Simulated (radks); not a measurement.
Results of a calculation; reference values are marked as such.
Spherical jellium clusters: N electrons in a uniform positive sphere of charge N and radius rs N^(1/3), rs = 5.6 bohr. Level of theory: non-relativistic Kohn-Sham, LDA (Slater exchange, Perdew-Wang correlation), spin-polarised, spherical densities (a radial shooting solver with Libxc functionals). Levels are named by radial order and angular momentum (1s, 1p, 1d, 2s, ...), and open shells are averaged over m.

N = 21, configuration 1s2 1p6 1d10 2s2 1f(up 1, down 0). This is the lowest configuration that the search found. Occupied and some empty levels:

level    occupation  eigenvalue (eV)  <r> (bohr)
1s up             1          -3.4219       10.19
1s down           1          -3.3911       10.08
1p up             3          -3.0865       11.44
1p down           3          -3.0480       11.40
1d up             5          -2.6128       12.36
1d down           5          -2.5703       12.34
2s up             1          -2.1907       9.391
2s down           1          -2.1741       9.443
1f up             1          -2.0278       13.15
1f down           0          -1.9839       13.16
2p up             0          -1.4943       11.47
2p down           0          -1.4750       11.48
1g up             0          -1.3539       13.93
1g down           0          -1.3107       13.96
2d up             0         -0.82316       13.78
2d down           0         -0.80239       13.82

Energy (eV): total -37.5638, kinetic 19.772, external -928.81, Hartree 463.37, exchange-correlation -57.933, background 466.03.

Electron density:

r (bohr)  n(r) (e/bohr^3)
1.70             0.001880
3.52             0.001577
5.35             0.001311
7.17             0.001286
9.00             0.001490
10.8             0.001630
12.7             0.001359
14.5            0.0007501
16.3            0.0002646
18.1           0.00006965
19.9           0.00001541
21.8            3.138e-06
23.6            6.100e-07
